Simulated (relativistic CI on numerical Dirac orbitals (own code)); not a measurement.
## What each ingredient does to the levels of Ba¹⁴⁺

Base calculation: Dirac-Coulomb-Breit CI, orbitals from a KLI potential per configuration, model QED, unscaled Slater integrals.

Configuration list (outside the closed core [Ar] 3d10): 4s²4p⁶4d⁶, 4s²4p⁵4d⁷, 4s²4p⁶4d⁵4f, 4s4p⁶4d⁷, 4s²4p⁶4d⁵5s, 4s²4p⁵4d⁶4f, 4s²4p⁶4d⁵5p, 4s²4p⁶4d⁴4f5s, 4s4p⁶4d⁶4f, 4s²4p⁶4d⁵5d, 4s²4p⁶4d⁴5s5p, 4s²4p⁵4d⁶5s, 4s²4p⁶4d⁵5f, 4s²4p⁶4d⁵6s, 4s²4p⁶4d⁵6p, 4s²4p⁶4d⁵6f, 4s²4p⁶4d⁵7s, 4s²4p⁶4d⁵7p, 4s4p⁶4d⁶5s, 4p⁶4d⁷5p, 4p⁶4d⁸, 4p⁵4d⁹, 4p⁵4d⁸4f, 4s²4p⁶4d⁴5s², 4s²4p⁶4d³4f5s², 4s²4p⁵4d⁴4f5s², 4s²4p⁶4d³5s²5p. Double excitations out of closed p, d and f shells are left out; levels of such configurations are missing from the list, as are those of other unlisted configurations, and high levels can miss mixing partners. These lack a partner that the ground configuration has and come out too high: 4s²4p⁵4d⁶5s.

Variants: (1) P86 correlation estimate; (2) non-relativistic limit; (3) only the first configuration. Shifts of the energy above 4s²4p⁶4d⁶ ⁵D4, in cm⁻¹, for the lowest level and the first level of each name with at least 55 % of one term (blank where a level changes its place among those of its configuration and J or its character, or is not in the variant):

| Level | Base | Δ(1) | Δ(2) | Δ(3) |
| --- | --- | --- | --- | --- |
| 4s²4p⁶4d⁶ ⁵D4 | 0.0 | 0.0 | 0.0 | 0.0 |
| 4s²4p⁶4d⁶ ⁵D3 | 13472.6 | -0.1 | -13472.6 | -21.1 |
| 4s²4p⁶4d⁶ ⁵D2 | 13793.8 | -0.4 | -13793.8 | -294.8 |
| 4s²4p⁶4d⁶ ⁵D1 | 20824.4 | -0.6 | -20824.4 | -387.6 |
| 4s²4p⁶4d⁶ ⁵D0 | 22100.7 | -0.9 | -22100.7 | -781.0 |
| 4s²4p⁶4d⁶ ³H6 | 41908.6 | +0.5 | -7029.8 | +2414.8 |
| 4s²4p⁶4d⁶ ³H5 | 42780.0 | +0.2 | -7901.2 | +1797.4 |
| 4s²4p⁶4d⁶ ³F2 | 54854.0 | -0.2 | -12347.1 | +723.5 |
| 4s²4p⁶4d⁶ ³G5 | 66583.6 | -0.3 | -21663.8 | +1493.1 |
| 4s²4p⁶4d⁶ ³G4 | 68961.1 | -1.4 | -24041.4 | +115.5 |
| 4s²4p⁶4d⁶ ³D1 | 69162.6 | -0.3 |  | +89.5 |
| 4s²4p⁶4d⁶ ³D2 | 72917.4 | -1.8 | -14016.2 | -1100.4 |
| 4s²4p⁶4d⁶ ¹I6 | 74923.3 | +0.1 | -22222.7 | +2771.7 |
| 4s²4p⁶4d⁶ ³D3 | 76274.6 | -1.0 | -17373.4 | -154.2 |

At this charge energies of transitions that change n are usually good to better than 1 %, and those within a shell (Δn = 0) to a few per cent. Terms inside the open d or f shell come out 10 to 20 % too wide with unscaled integrals. Levels and lines within the n = 5 or 6 shells can be off by up to 10 % or somewhat more, and those that change n by about 2 %, since core polarisation is missing.

Ionisation energy from the two ground configurations alone: base 354.11 eV; P86 correlation estimate 355.886 eV. The NIST ASD value (theoretical) is 354 eV.

LS names give the leading component of a level, which can be under half, so a name can repeat, a term be missing and a line seem to break the LS rules.
